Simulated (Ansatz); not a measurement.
Frontier orbitals of BGeH5O2S, SMILES `OB(O)[S][GeH3]`.

Charge 0, multiplicity 1. Correlated methods include outer-core shells of Ge, which these sets cover unevenly. Scalar relativity is left out up to krypton. Geometry: relaxed with PBE0-D4/def2-TZVP. It is a higher conformer; a search finds a lower one. Basis def2-TZVPP, the Gaussian-basis code of Ansatz.

Orbital energies of one run (eV). Highest occupied ones, from the top: -6.47, -7.62, -8.02, -8.30, -8.97, -9.10, -9.94, -10.07, -11.01, -12.62, -14.20, -15.06, -18.14, -25.35. Empty: -1.51, -0.98, -0.59, -0.03, 0.41, 0.50.

Q: Which functional gave them?
A. ωB97M-V
B. LDA (SPW92)
C. ωB97X-V
D. PBE0

A: B. HOMO energies: LDA (SPW92) -6.47, PBE0 -7.60, ωB97M-V -9.75, ωB97X-V -9.93 eV.
